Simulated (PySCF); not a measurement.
Match the calculated data to a structure.

All candidates are C4H10OSSi.

- Rotational structure: rotational constants A, B, C: 4.182, 0.816, 0.766 GHz [GFN2-xTB]
- UV, strongest line: among the 8 lowest singlet transitions: S7 at 7.17 eV (173 nm, f = 0.238) [TDDFT CAM-B3LYP/def2-SVPD]
- 13C NMR: chemical shifts (computed TMS as zero) by class: 145.9 (1 C), 139.2 (1 C), 76.8 (1 C), 22.2 (1 C) ppm [GIAO PBE0/pcSseg-1]
- Dipole: 1.38 D [CAM-B3LYP/def2-SVPD]
- 1H NMR: chemical shifts (computed TMS as zero) by class: 6.68 (1 H), 6.47 (1 H), 6.30 (1 H), 5.11 (2 H), 5.10 (2 H), 2.20 (3 H) ppm [GIAO PBE0/pcSseg-1]
- Polarisability: 98.6 au [CAM-B3LYP/def2-SVPD]

The electronic properties come from PySCF, for the isolated species, density fitting. Levels stand in brackets. Geometry: GFN2-xTB, one conformer, isolated molecule. GFN2-xTB frequencies show an imaginary mode (59i cm⁻¹), so this geometry is no minimum at that level. NMR classes are plain means over equivalent atoms (diastereotopic ones count apart unless rotation or inversion swaps them), as if these changed places fast.

Question: Which candidate is it?
A. `CC[SiH2]OC(C)=S`
B. `C=CS[SiH2]COC`
C. `C=C[SiH2]OCSC`
D. `CC(=S)OCC[SiH3]`

Answer: C. It is `C=C[SiH2]OCSC`. Numbering: `[CH2:1]=[CH:2][SiH2:3][O:4][CH2:5][S:6][CH3:7]`. Its formula, C4H10OSSi, gives 1 degree of unsaturation: 0 rings and 1 π bond in the structure found. 4 carbons fall into 4 classes; from least to most shielded: terminal =CH2 carbon [C1] (145.9 ppm), alkene CH carbon [C2] (139.2 ppm), sp3 carbon bound to oxygen [C5] (76.8 ppm), S-methyl carbon [C7] (22.2 ppm). Hydrogen classes from least to most shielded: 1 H on a terminal =CH2 carbon, C1 (6.68 ppm), 1 H on an alkene CH carbon, C2 (6.47 ppm), 1 H on a terminal =CH2 carbon, C1 (6.30 ppm), 2 H on an oxygen-bound silicon, Si3 (5.11 ppm), 2 H on an sp3 carbon bound to oxygen, C5 (5.10 ppm, a mean of values up to 0.7 ppm apart in this geometry), 3 H on an S-methyl carbon, C7 (2.20 ppm). The optimised geometry has point group C1 and is an asymmetric top.

The others, at the same levels:
- `CC[SiH2]OC(C)=S` fails: its computed 13C shifts are 227.0 (1 C), 35.8 (1 C), 9.5 (1 C), 6.2 (1 C) ppm, 1H shifts are 4.98 (2 H), 2.81 (3 H), 1.38 (2 H), 0.98 (3 H) ppm and rotational constant A is 4.521 GHz (against 4.182 GHz).
- `C=CS[SiH2]COC` fails: its computed 13C shifts are 138.9 (1 C), 121.0 (1 C), 70.5 (1 C), 65.1 (1 C) ppm, 1H shifts are 7.00 (1 H), 5.60 (1 H), 5.48 (1 H), 4.79 (2 H), 3.51 (3 H), 3.45 (2 H) ppm and rotational constant A is 2.254 GHz (against 4.182 GHz).
- `CC(=S)OCC[SiH3]` fails: its computed 13C shifts are 229.3 (1 C), 73.4 (1 C), 35.1 (1 C), 10.0 (1 C) ppm, 1H shifts are 4.57 (2 H), 3.88 (3 H), 2.77 (3 H), 1.30 (2 H) ppm and rotational constant A is 3.411 GHz (against 4.182 GHz).

Each candidate is one conformer, not necessarily the lowest. The conformers computed, where there is a choice (atom-mapped SMILES and torsion angles):
- `[CH2:1]=[CH:2][SiH2:3][O:4][CH2:5][S:6][CH3:7]`: C1–C2–Si3–O4 69°, C2–Si3–O4–C5 180°, Si3–O4–C5–S6 47°, O4–C5–S6–C7 -91°
- `[CH3:1][CH2:2][SiH2:3][O:4][C:5]([CH3:6])=[S:7]`: C1–C2–Si3–O4 180°, C2–Si3–O4–C5 180°, Si3–O4–C5–C6 -1°
- `[CH2:1]=[CH:2][S:3][SiH2:4][CH2:5][O:6][CH3:7]`: C1–C2–S3–Si4 -172°, C2–S3–Si4–C5 -54°, S3–Si4–C5–O6 72°, Si4–C5–O6–C7 179°
- `[CH3:1][C:2](=[S:3])[O:4][CH2:5][CH2:6][SiH3:7]`: C1–C2–O4–C5 177°, C2–O4–C5–C6 -176°, O4–C5–C6–Si7 40°
